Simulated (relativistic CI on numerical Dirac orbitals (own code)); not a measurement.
Re⁶⁺: 4d photoemission

Computed with this model: Dirac-Coulomb-Breit CI, KLI orbitals optimised for each configuration, model QED (radiative potential, 1s self-energy scaled to tabulated hydrogen-like ionisation energies), valence Slater integrals scaled by 0.8, multiplet model of photoemission in the sudden approximation; configurations [Xe] 4f14 5d → [Kr] 4d9 4f14 5s2 5p6 5d; 80 K; Lorentzian 3.5 eV and Gaussian 0.6 eV FWHM. Energies are those of the free ion, without screening or charge transfer. The energies are binding energies and can lie tens of eV above those of solids. S is read from ⟨S²⟩ = S(S + 1).

Computed curve for free ion, scaled to 100 at the maximum (points under 2 are left out and the grid is thinned):

| Energy (eV) | Intensity |
| --- | --- |
| 341.6 | 2.0 |
| 342.8 | 2.4 |
| 343.6 | 2.7 |
| 344.8 | 3.4 |
| 345.6 | 3.9 |
| 346.8 | 5.0 |
| 347.6 | 6.0 |
| 348.8 | 8.2 |
| 349.6 | 10.4 |
| 350.8 | 15.9 |
| 351.6 | 22.3 |
| 352.8 | 40.5 |
| 353.6 | 62.0 |
| 354.8 | 96.9 |
| 355.6 | 95.9 |
| 356.8 | 60.3 |
| 357.6 | 40.2 |
| 358.8 | 23.5 |
| 359.6 | 17.8 |
| 360.8 | 13.2 |
| 361.6 | 11.7 |
| 362.8 | 11.1 |
| 363.6 | 11.8 |
| 364.8 | 15.1 |
| 365.6 | 19.8 |
| 366.8 | 34.3 |
| 367.6 | 50.2 |
| 368.8 | 64.0 |
| 369.6 | 54.2 |
| 370.8 | 32.0 |
| 371.6 | 22.7 |
| 372.8 | 15.7 |
| 373.6 | 12.3 |
| 374.8 | 8.0 |
| 375.6 | 6.1 |
| 376.8 | 4.4 |
| 377.6 | 3.7 |
| 378.8 | 2.9 |
| 379.6 | 2.5 |
| 380.8 | 2.1 |

The ground state has S = 0.50, and the centroid lies at 360.67 eV.
